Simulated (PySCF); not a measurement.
Geometry (Å), atoms numbered from 1 in this order:
```xyz
16

C     3.274    0.127   -0.162
C     2.101   -0.431   -0.438
C     0.835    0.123    0.016
C    -0.388   -0.478   -0.281
C    -1.522    0.159    0.215
C    -2.903   -0.354   -0.014
N    -1.396    1.277    0.931
N    -0.230    1.779    1.169
N     0.857    1.250    0.745
H     3.323    1.031    0.421
H     4.200   -0.298   -0.507
H     2.029   -1.339   -1.023
H    -0.452   -1.385   -0.865
H    -3.111   -0.406   -1.082
H    -3.619    0.309    0.462
H    -3.004   -1.356    0.400
```

A single conformation, non-relativistic, no solvent, fast rotation and ring inversion assumed for equivalent nuclei. Shieldings: GIAO PBE0/pcSseg-1; structure optimised with GFN2-xTB; PySCF 2.14.

List the cross peaks expected in HSQC, COSY and HMBC spectra.

Results:



HSQC (one-bond C–H):
```tsv
δH	δC
8.27 (H10)	136.5 (C1)
6.81 (H13)	120.6 (C4)
6.81 (H12)	139.8 (C2)
6.34 (H11)	136.5 (C1)
2.88 (H14/H15/H16)	24.6 (C6)
```

COSY cross peaks (H two or three bonds apart, from the bond graph; peaks can be absent where the dihedral angle is near 90°):
```tsv
δH	δH
8.27 (H10)	6.81 (H12)
8.27 (H10)	6.34 (H11)
6.81 (H12)	6.34 (H11)
```

HMBC (two and three bonds, from the bond graph):
```tsv
δH	δC
8.27 (H10)	156.1 (C3), 139.8 (C2)
6.81 (H13)	163.2 (C5), 156.1 (C3), 139.8 (C2), 24.6 (C6)
6.81 (H12)	156.1 (C3), 136.5 (C1), 120.6 (C4)
6.34 (H11)	156.1 (C3), 139.8 (C2)
2.88 (H14/H15/H16)	163.2 (C5), 120.6 (C4)
```

References, each an isolated molecule treated in the same way: TMS for $^{1}$H (σ = 31.72 ppm), $^{13}$C (σ = 186.93 ppm).

Short H···H contacts in this conformer between protons four or more bonds apart (candidates for NOE cross peaks, intensity ∝ r⁻⁶): H12···H13 2.49 Å.

Shifts are as computed. Against solution values, carbons near 30 ppm lie about +3 ppm off and those near 130 ppm about +5 ppm. Of 1211 compounds with measured shifts, 218 miss one by over three times the rms of a fit or turn the order of signals round; such compounds aren't used in these exercises.
